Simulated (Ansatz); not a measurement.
Ansatz (an electronic-structure program) input:

Ansatz 0.2 input:
```yaml
crystal:
  periodic: [false, false, false]
  atoms:
    - {symbol: C, position_ang: [-1.91193282, 0.03228091, -0.16164717]}
    - {symbol: C, position_ang: [-0.59653132, -0.41014772, -0.55286755]}
    - {symbol: O, position_ang: [-0.05073941, -1.07729586, -1.31171878]}
    - {symbol: O, position_ang: [0.48722410, 0.40696719, 0.45714136]}
    - {symbol: C, position_ang: [1.87141447, 0.15686314, 0.13489668]}
    - {symbol: H, position_ang: [-2.62458543, -0.26844807, -0.93157487]}
    - {symbol: H, position_ang: [-1.94261891, 1.11488392, -0.03178161]}
    - {symbol: H, position_ang: [-2.21596357, -0.42442432, 0.78268719]}
    - {symbol: H, position_ang: [2.03639119, 0.48516231, -0.88989405]}
    - {symbol: H, position_ang: [2.48636456, 0.75116212, 0.80826493]}
    - {symbol: H, position_ang: [2.12053916, -0.90075456, 0.22532393]}
    - {symbol: H, position_ang: [0.32452037, 0.19506738, 1.39584632]}
basis:
  gaussian:
    orbitals: def2-TZVP
hamiltonian:
  xc: b3lyp
  dispersion: d3bj
total_charge: 1
relax: {f_tol: 0.002, max_steps: 150}
```

What final total energy does it print?

-268.80896 Eh (B3LYP-D3(BJ)/def2-TZVP). The basis has 197 functions. The run takes roughly 2.4 core-minutes.

It need not be the lowest isomer of its formula.
